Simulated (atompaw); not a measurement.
## Before and after: PAW (atompaw) potential for iridium (Ir)

atompaw 4.2.0.5 input, output lines left out:

```
Ir 77
GGA-PBE scalarrelativistic loggrid 2001 logderivrange -6 5 276
6 6 5 4 0 0
6 0 1.5
6 1 0
5 2 7.5
0 0 0
c
c
c
c
c
v
c
c
c
v
v
c
c
v
c
3
2.25 2.20 2.00 1.40
y
2.1
n
n
y
0.05
n
y
0.3
y
2.8
n
custom polynom vanderbiltortho sinc
4 1 troulliermartins
2.25
2.25
2.05
2.25
2.25
2.25
1.75
2.25
```

Change: all radii scaled by about 0.93 (s 2.10, p 1.92, d 2.10, f 1.64 bohr); local potential troulliermartins scheme with l = 4 at 1 Ry, radius 1.88 bohr; augmentation sinc compensation charge, radius 2.06 bohr; PAW radius 2.10 bohr; waves and projectors: custom polynom vanderbiltortho; core correction smooth core density matched at 1.32 bohr.

Cutoffs: the cutoffs (Ry, on a coarse ladder) from which the occupation-weighted sum of valence levels, in a spherical-Bessel basis at the reference potential, stays within 10 and 1 mRy of its value at 400 Ry; they do not see the model core or the augmentation charge, which bear on the density cutoff.

Question: What does the change do?

Answer: The potential gets harder (30 Ry and 50 Ry → 35 Ry and 55 Ry); both files keep a bound ghost (s). A smaller radius makes the pseudo-wave follow the all-electron one further in, where it bends more sharply, so more plane waves are needed.

| quantity | base | changed |
| --- | --- | --- |
| cutoff, loose | 30 Ry | 35 Ry |
| cutoff, tight | 50 Ry | 55 Ry |
| loose cutoff by channel (10 mRy a level) | s 8 Ry, p 18 Ry, d 18 Ry | s 10 Ry, p 18 Ry, d 18 Ry |
| bound ghosts | s | s |
| lowest overlap eigenvalue by channel | s 0.14, p 0.71, d 0.92, f 0.95 | s 0.28, p 0.74, d 0.92, f 0.99 |

 A true bound ghost makes a file unfit for plane-wave use even where its test errors are small: the radial tests pick states by their node count and pass the ghost by. The cutoffs see the waves, projectors and local potential, not the compensation charge or the core.
